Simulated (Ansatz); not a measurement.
The same carbene extrusion along the group B, Al, In.

Computed with Ansatz on PBE0-D4/def2-TZVP structures; ΔE is electronic, products minus reactants. CCSD(T)/CBS adds triple-zeta CCSD(T) − MP2 to the extrapolated MP2 energy (def2 sets, frozen cores). This one scheme is used for every species. Functionals use def2-TZVPP. Triplets are unrestricted, without spin–orbit coupling. def2 core potentials past Kr. For In outer-core shells are correlated without core-valence functions, which leaves a few kJ/mol of doubt a bond. Each species was taken in one conformer, which may not be the lowest.

| reaction | CCSD(T)/CBS(def2) (kcal/mol) |
| --- | --- |
| `CB(N)Cl` → `[CH2]` (triplet) + `NBCl` | 115.4 |
| `[CH3][Al]([NH2])[Cl]` → `[CH2]` (triplet) + `[NH2][AlH][Cl]` | 115.4 |
| `[CH3][In]([NH2])[Cl]` → `[CH2]` (triplet) + `[NH2][InH][Cl]` | ? |

Problem. Fill in the missing values. (Estimate.)

Solution. Ansatz gave: `[CH3][In]([NH2])[Cl]` → `[CH2]` (triplet) + `[NH2][InH][Cl]`: +112.1 kcal/mol.

Largest T1 diagnostic: 0.014, for `[NH2][InH][Cl]`.
